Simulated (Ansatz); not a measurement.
Consider the ligand exchange at a B–C bond: `CB[Si](F)(F)F` + HCl → `F[Si](F)(F)BCl` + CH₄.

Isolated molecules relaxed with PBE0-D4/def2-TZVP in Ansatz; ΔE leaves out vibrations. CCSD(T)/CBS is the MP2 limit (def2-TZVPP, def2-QZVPP) plus CCSD(T) − MP2 in def2-TZVPP, frozen cores. This one scheme is used for every species. Functionals use def2-TZVPP. Each species was taken in one conformer, which may not be the lowest.

`CB[Si](F)(F)F`:

Cartesian coordinates in Å:
```
C 1.516 0.372 0.229
B 0.323 -0.605 0.265
Si -1.544 -0.063 -0.244
F -1.676 1.471 -0.624
F -2.563 -0.316 0.943
F -2.074 -0.876 -1.497
H 1.275 1.433 0.314
H 2.349 0.109 0.882
H 1.895 0.234 -0.803
H 0.499 -1.759 0.536
```

HCl:

Cartesian coordinates in Å:
```
Cl 0.389 0.028 0.507
H -0.389 -0.028 -0.507
```

`F[Si](F)(F)BCl`:

```xyz
7

F    -0.709    0.639    1.767
Si   -0.459    0.659    0.209
F     0.249    2.031   -0.134
F    -1.876    0.668   -0.492
B     0.645   -0.890   -0.440
Cl    1.220   -2.073    0.679
H     0.929   -1.033   -1.589
```

CH₄:

Z-matrix (Å, degrees):
```
C
H 1 1.090
H 1 1.090 2 109.5
H 1 1.090 2 109.5 3 -120.0
H 1 1.090 2 109.5 3 120.0
```

| level | ΔE (kJ/mol) |
| --- | --- |
| r2SCAN0-D4 | -89.7 |
| revPBE | -91.2 |
| HF/def2-SVP | -90.2 |
| CCSD(T)/def2-TZVPP | -89.8 |

(1) What does CCSD(T)/CBS give? (An estimate is asked.)

Largest T1 diagnostic among the species: 0.013.

Answers

(1) Computed: -89.0 kJ/mol. The listed levels differ from it by -0.7, -2.2, -1.2, -0.8 kJ/mol.

From BLYP to BHLYP (50 % exact exchange), in def2-TZVPP and without D4, ΔE moves by +3.2 kJ/mol. Leaving LDA and LC-ωPBE aside and taking each functional with its dispersion term where it has one, the values, not all of them listed here, spread over 5.1 kJ/mol, from BLYP-D4 to ωB97X-V. LDA lies +5.0 kJ/mol from PBE without D4.
